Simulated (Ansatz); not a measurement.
Basis-set extrapolation for C3H8AlF (PBE0-D4/def2-TZVP geometry, frozen core, Ansatz 0.2.0). Multiplicity 1, RHF reference.

```json
{"": "HF", "def2-TZVPP": "-459.767941", "def2-QZVPP": "-459.786044"}
{"": "MP2 correlation", "def2-TZVPP": "-0.854796", "def2-QZVPP": "-0.918458"}
{"": "CCSD(T) correlation", "def2-TZVPP": "-0.934087", "def2-QZVPP": "not run"}
```

Energies in hartree. Use E(X) = E(∞) + A·exp(−7.88·√X) for Hartree–Fock and E(X) = E(∞) + B·X^(−2.97) for correlation, with X = 3 and 4, and add CCSD(T) minus MP2 of the smaller set to the MP2 limit.

Problem. What is the CCSD(T) energy at the basis-set limit?

Solution. HF limit: -459.786044 + (-0.018103) × 0.13774 = -459.78854. MP2 limit: -0.918458 + (-0.063662) × 0.74074 = -0.96561. Higher-order term: -0.934087 − (-0.854796) = -0.07929. Total: -460.83344 hartree, 345.0 kJ/mol below CCSD(T)/def2-TZVPP.
